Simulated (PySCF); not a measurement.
# LiGe: frontier orbitals

PBE0 at R = 2.421 Å; PySCF, scalar-relativistic core potentials, basis sets Li cc-pVDZ, Ge cc-pVDZ-PP with ECP10. State: ⁴Σ⁻ (quartet), unpaired electrons σ ↑, π ↑↑. Only the outer orbitals are listed, counted within each symmetry, core potentials removing the inner ones.

| spin | orbital | occ. | ε (eV) | on Li (%) | main shells (%) |
| --- | --- | --- | --- | --- | --- |
| α | 5σ | 1 | -12.75 | 11 | 89 Ge s |
| α | 6σ | 1 | -5.30 | 32 | 66 Ge p, 24 Li s |
| α | 3π | 1 | -4.48 | 16 | 83 Ge p, 14 Li p |
| α | 3π | 1 | -4.48 | 16 | 83 Ge p, 14 Li p |
| α | 7σ | 0 | -1.62 | 94 | 64 Li s, 29 Li p |
| α | 4π | 0 | -0.13 | 89 | 89 Li p, 10 Ge p |
| α | 4π | 0 | -0.13 | 89 | 89 Li p, 10 Ge p |
| β | 5σ | 1 | -10.23 | 13 | 87 Ge s |
| β | 6σ | 0 | -1.78 | 47 | 51 Ge p, 43 Li s |
| β | 3π | 0 | -1.03 | 34 | 66 Ge p, 32 Li p |
| β | 3π | 0 | -1.03 | 34 | 66 Ge p, 32 Li p |

Task: Which are the highest filled and the lowest empty level, where do they sit, and how wide is the gap?

Result: Highest filled α 3π at -4.48 eV (in %: 83 Ge p, 14 Li p); lowest empty β 6σ at -1.78 eV (in %: 51 Ge p, 43 Li s); the gap at PBE0 is 2.70 eV.

* bond order (Mayer): 1.28
* ⟨S²⟩: 3.751
* charge on Li (Mulliken, basis-dependent): 0.12
* charge on Li (Löwdin, basis-dependent): 0.14
* dipole moment (positive dipole means Li(−)Ge(+)): -5.57 D
* polarisability along the bond: 98.4 bohr³
* polarisability across the bond: 65.6 bohr³

Spin–orbit coupling is left out. The state is the lowest determinant that a PBE0 search found; another state may lie lower at other levels.
